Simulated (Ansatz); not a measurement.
```yaml
crystal:
  periodic: [false, false, false]
  atoms:
    - {symbol: N, position_ang: [0.624517, 0.164856, 1.360884]}
    - {symbol: B, position_ang: [0.727861, -0.444158, 0.122032]}
    - {symbol: Al, position_ang: [-0.795546, -0.004439, -1.279987]}
    - {symbol: Cl, position_ang: [-0.969136, -0.732137, -3.238423]}
    - {symbol: Cl, position_ang: [-2.325684, 1.313381, -0.663353]}
    - {symbol: H, position_ang: [-0.124283, 0.790164, 1.614538]}
    - {symbol: H, position_ang: [1.294548, 0.025537, 2.101855]}
    - {symbol: H, position_ang: [1.659824, -1.170405, -0.073544]}
basis:
  gaussian: {orbitals: def2-TZVPD}
magnetization: {spin_polarized: true, initial_magnetization: 3}
hamiltonian: {xc: {name: RPBE}}
accuracy: high
output: {forces: true}
```

```sh
$ ansatz run in.yaml --threads 2 --pin off --events-out ev --progress --plain --max-ram 4352MiB
```

It prints (some lines left out):

```
Error: a molecule whose nuclei and cores have a total charge of 62 cannot have a net charge of 0 together with 3 unpaired electrons
```

Something in this input is off. What?

The number of unpaired electrons doesn't fit the electron count. The input was rejected before any iteration.
